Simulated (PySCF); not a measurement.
# Telling isomers of C5H9ClSi2 apart by NMR

In vacuum, single conformer, averaged over atoms made equivalent by symmetry, fast rotation or ring inversion, non-relativistic Hamiltonian. GFN2-xTB geometry; σ from GIAO-PBE0/pcSseg-1; PySCF 2.14.

Chemical shifts δ = σref − σ; ¹H (σ = 31.72 ppm) and ¹³C (σ = 186.93 ppm) vs TMS, all at this level. Where no couplings were computed, multiplicities follow the n + 1 count of equivalent neighbours, and m marks all less simple cases (inequivalent or close neighbours, rings, F or P nearby). Shifts are as computed. Against solution values, carbons near 30 ppm lie about +3 ppm off and those near 130 ppm about +5 ppm. Of 1309 compounds with measured shifts, 239 miss one by over three times the rms of a fit or turn the order of signals round; such compounds aren't used in these exercises.

(1) Tabulate the signals of `[SiH3]C[Si]1(Cl)C=CC=C1`, `CC1=C[SiH2]C=C[Si@@H]1Cl` and their relative energies.

(2) What is the quickest way to tell [SiH3]C[Si]1(Cl)C=CC=C1 from CC1=C[SiH2]C=C[Si@@H]1Cl?

## Answers

(1) 
| SMILES | carbon types | δC | δH | E rel. (kcal/mol) |
| --- | --- | --- | --- | --- |
| [SiH3]C[Si]1(Cl)C=CC=C1 | 4×CH 1×CH2 | 153.6, 137.6, -5.1 | 7.09 (m, 2H), 6.00 (d, 2H), 4.13 (t, 3H), 0.09 (q, 2H) | 0.3 |
| CC1=C[SiH2]C=C[Si@@H]1Cl | 1×C 3×CH 1×CH3 | 166.2, 155.8, 154.7, 142.8, 31.8 | 7.45 (m, 1H), 7.38 (m, 1H), 6.92 (m, 1H), 5.37 (m, 1H), 4.61 (m, 1H), 4.57 (m, 1H), 2.28 (s, 3H) | 0.0 |

Energies are electronic energies at PBE0/pcSseg-1 on these geometries, without zero-point or thermal terms, each for the one conformer computed, which needn't be the lowest.

(2) Count the carbon signals: 3 against 5. The first has an sp3 CH2 bonded to 2 Si at -5.1 ppm, the second a fully substituted alkene carbon (C) at 166.2 ppm. Their most deshielded carbons lie at 153.6 and 166.2 ppm.
